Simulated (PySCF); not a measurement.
## GaF₂⁺ + Br₂ → GaBr₂⁺ + F₂

Level: PBE0 in the def2-TZVP basis family, all electrons, no relativity, computed in PySCF with density fitting; open shells unrestricted.

```tsv
species	state and structure	E (Eh)	ZPE (kJ/mol)	H(298 K) − H(0) (kJ/mol)	S° (J/(mol K))
GaF₂⁺	singlet, D∞h, Ga–F 1.661 Å (×2)	-2123.89897	12.0	12.3	251.2
Br₂	singlet, D∞h, Br–Br 2.281 Å	-5147.70672	2.0	9.7	244.8
GaBr₂⁺	singlet, D∞h, Ga–Br 2.168 Å (×2)	-7072.12010	5.4	14.5	295.7
F₂	singlet, D∞h, F–F 1.376 Å	-199.40856	6.6	8.7	201.9
```

Problem. What is the electronic reaction energy?

Solution. At PBE0/def2-TZVP, ΔE = 202.2 kJ/mol from the differences of the total energies times 2625.5, uphill. 

Problem. Add zero-point, thermal and entropy terms for 298.15 K and 1 bar.

Solution. ΔZPE = -2.0 and Δ[H(298) − H(0)] = 1.2 kJ/mol give ΔH° = 201.4 kJ/mol. ΔS° = 1.6 J/(mol K), so ΔG° = 201.4 − 298.15 × (0.0016) = 201 kJ/mol.

Each species is the lowest minimum found with this bonding; other isomers or fragments can lie lower.
